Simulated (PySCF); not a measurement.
**Computed properties of InHFCl, SMILES [Cl][InH][F]**

InHFCl, SMILES [InH]([Cl])[F]. Coordinates come from a B3LYP-D3(BJ)/def2-TZVP optimisation. The def2 effective core potentials stand for the cores of In; spin–orbit coupling is left out. Other conformers were not sampled. All values are computed for the isolated molecule unless a solvent is named; none is compared with measurement here.

**Structure.** The optimised structure has Cs symmetry. All 6 harmonic modes at B3LYP-D3(BJ)/def2-TZVP (PySCF) are real, so it is a minimum. With heavy atoms numbered as in [InH:1]([F:3])[Cl:4], the shortest bond between them is In1–F3 at 1.954 Å and the longest In1–Cl4 at 2.326 Å.

**Vibrations.** The strongest infrared lines (harmonic, unscaled, degenerate partners summed) lie at 355 cm⁻¹ (88 km/mol, Cl 66 %, In 24 %, H 10 %), 1893 cm⁻¹ (72 km/mol, H 99 %), 428 cm⁻¹ (66 km/mol, H 84 %, Cl 11 %). The softest mode is at 126 cm⁻¹ and the zero-point energy is 5.4 kcal/mol.

**Electronic structure.** HF/def2-TZVPD (PySCF) places the frontier levels at -12.39 and 0.42 eV, a gap of 12.81 eV, and gives a dipole moment of 3.34 D and a mean polarisability of 43.8 bohr³.

**Excitations.** TDDFT-CAM-B3LYP/def2-SVPD (PySCF) has S1 at 5.99 eV (207 nm, f = 0.035, weak); the most intense of the 10 singlets computed lies at 7.05 eV (f = 0.17). T1 (TDA) is at 5.38 eV. No vertical singlet excitation falls in the visible range (under 3.1 eV).
